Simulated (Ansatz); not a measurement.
A nudged elastic band was laid between two geometries of ClH + F2H2Si (7 atoms, charge 0, multiplicity 1).

The calculation used RKS PBE0/def2-SVP (Ansatz).

| Item | Value |
| --- | --- |
| movable images | 5 |
| climbing image | yes |
| spring | 5.0 eV/Å² |
| optimiser | quadratic models (default) |
| start path | through a guess of the saddle point |
| force threshold | 0.05 eV/Å |
| iteration limit | 60 |
| end points | relaxed |

First end point:

```xyz
7
Properties=species:S:1:pos:R:3
Si 0.434 0.000 -0.213
H 0.416 0.000 1.266
H 1.797 0.000 -0.793
F -0.339 1.306 -0.754
F -0.339 -1.306 -0.754
Cl -2.892 0.000 1.470
H -2.459 0.000 2.681
```

Last end point:

```xyz
7
Properties=species:S:1:pos:R:3
Si -0.412 0.000 -0.701
H -0.143 0.000 3.478
H 0.708 0.000 0.251
F -0.330 1.293 -1.646
F -0.330 -1.293 -1.646
Cl -2.212 0.000 0.246
H -0.661 0.000 2.920
```

**Question.** What changes between the two ends?

**Answer.** Bonds broken: Si1–H2, Cl6–H7. Bonds formed: Si1–Cl6, H2–H7. ClH + F2H2Si becomes ClF2HSi + H2.

**Question.** Give the energies along the band, and the barrier.

**Answer.** It converged. The highest image is number 3 of 0 to 6, 149.7 kJ/mol above the first end and 226.3 kJ/mol above the last; the last end lies 76.6 kJ/mol below the first. Neighbouring images differ by up to 1.5 eV, so the band resolves the path poorly. A vibrational analysis at the climbing image gives one clearly imaginary mode, 977i cm⁻¹: a first-order saddle point. The orbitals stay closed-shell, which can raise the energy where a bond breaks towards radicals; this wasn't checked here.

```
image  path coordinate (Å)  energy (kJ/mol)  Si1–H2 (Å)  Cl6–H7 (Å)  Si1–Cl6 (Å)
    0                 0.00              0.0        1.48        1.29         3.73
    1                 0.84              3.0        1.48        1.29         3.60
    2                 1.69             30.7        1.50        1.31         3.06
    3                 2.53            149.7        1.68        1.61         2.40
    4                 3.53              8.2        2.36        2.18         2.09
    5                 4.53            -68.2        3.21        2.63         2.04
    6                 5.53            -76.6        4.19        3.09         2.03
```

**Question.** What is the geometry of the highest image?

**Answer.** 
```xyz
7
Properties=species:S:1:pos:R:3:forces:R:3
Si -0.204 0.000 0.011 0.00 0.00 0.00
H 0.040 0.000 1.676 -0.02 0.00 -0.01
H 1.277 0.000 -0.080 -0.01 0.00 0.00
F -0.587 1.382 -0.708 0.01 0.03 0.01
F -0.587 -1.382 -0.708 0.01 -0.03 0.01
Cl -2.390 0.000 1.011 0.00 0.00 0.00
H -0.931 0.000 1.701 0.02 0.00 -0.01
```

The run took 3 min on 1 thread of Arm Neoverse V1, with other jobs on the host, peak memory 0.15 GiB.
